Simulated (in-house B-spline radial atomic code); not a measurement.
# Ionising K2+ with different functionals

Computed with a B-spline radial code for spherical atoms: four-component Dirac-Coulomb Hamiltonian, Fermi nucleus of rms radius 3.4349 fm, spin-restricted, spherical fractional occupations for the functionals, and exact exchange of hybrids averaged over the configuration. The ionisation energy is the difference of two self-consistent energies, [Ne] 3s2 3p5 → [Ne] 3s2 3p4, without Breit or QED terms; ε is the level of the shell that loses the electron (mean over j). The electron is taken from both j subshells in proportion to 2j + 1, so the result is a j average, not the step between ground levels.

```tsv
method	rung	ΔSCF (eV)	-ε(3p) (eV)
B97-1	global hybrid	?	?
HSE06	range-separated hybrid	46.86	40.92
CAM-B3LYP	range-separated hybrid	46.87	42.86
wB97X	range-separated hybrid	?	?
```

(1) What does B97-1 give?

(2) What does wB97X give?

(3) Among the functionals, which spreads more, the ΔSCF values or the orbital energies?

(4) How do they compare with the NIST value?

## Answers

(1) ΔSCF 46.81 eV, and -ε(3p) = 40.94 eV.

(2) ΔSCF 46.81 eV, and -ε(3p) = 43.95 eV.

(3) The orbital energies: ΔSCF values span about 0.06 eV and the orbital energies 3.02 eV; here energy differences depend much less on the functional than eigenvalues do.

(4) NIST lists 45.803 eV ± 0.0017 (semi-empirical, ground level to ground level). Errors run from +1.01 to +1.07 eV. The correlated functionals all miss on the same side by more than they spread, so the cause is common to them (Breit-QED terms, spin polarisation, the choice among j levels, multiplet and fine-structure energies, or a listed next ion that isn't the cheapest removal here) and closeness doesn't rank the functionals.
